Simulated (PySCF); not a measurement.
difluoro(fluoromethyl)silane (CH₃F₃Si), SMILES FC[SiH](F)F. Atoms are numbered in the order given.

```xyz
8

F      1.9037    -0.6374     0.0000
C      1.2883     0.6024     0.0000
Si    -0.5793     0.4109     0.0000
F     -1.0392    -0.4274     1.3010
F     -1.0392    -0.4274    -1.3010
H      1.6140     1.1739    -0.8891
H      1.6140     1.1739     0.8891
H     -1.2754     1.7154     0.0000
```
Charge 0, spin multiplicity 1.

Coordinates come from a ωB97X-D3(BJ)/def2-SVP optimisation. The values are those of a single conformer.

Level of theory: PBE0/def2-TZVP (PySCF).

ESP charges are fitted to the potential on shells at 1.4 to 2.0 van der Waals radii. Atomic charges (e):

| atom | Mulliken | ESP fit | Löwdin | meta-Löwdin |
|---|---|---|---|---|
| F1 | -0.22 | -0.15 | ? | -0.31 |
| C2 | -0.11 | -0.22 | ? | -0.19 |
| Si3 | 0.73 | 0.74 | 0.12 | 1.34 |
| F4 | -0.31 | -0.26 | 0.01 | -0.49 |
| F5 | -0.31 | -0.26 | 0.01 | -0.49 |
| H6 | 0.12 | 0.13 | ? | 0.13 |
| H7 | 0.12 | 0.13 | ? | 0.13 |
| H8 | -0.04 | -0.11 | -0.04 | -0.12 |

**Question.** Some entries are withheld; supply them. (The exact figures need the calculation; the answer reports its results.)

**Answer.** 
- F1, Löwdin: 0.09
- C2, Löwdin: -0.45
- H6, Löwdin: 0.13
- H7, Löwdin: 0.13

**Question.** Give the Mayer and Wiberg (Löwdin basis) orders of the bonds. (The exact figures need the calculation; the answer reports its results.)

**Answer.** 
```csv
bond,Mayer,Wiberg
F1–C2,0.98,1.67
C2–Si3,1.01,1.13
Si3–F4,1.11,1.71
Si3–F5,1.11,1.71
C2–H6,0.93,0.89
C2–H7,0.93,0.89
Si3–H8,0.93,0.92
```
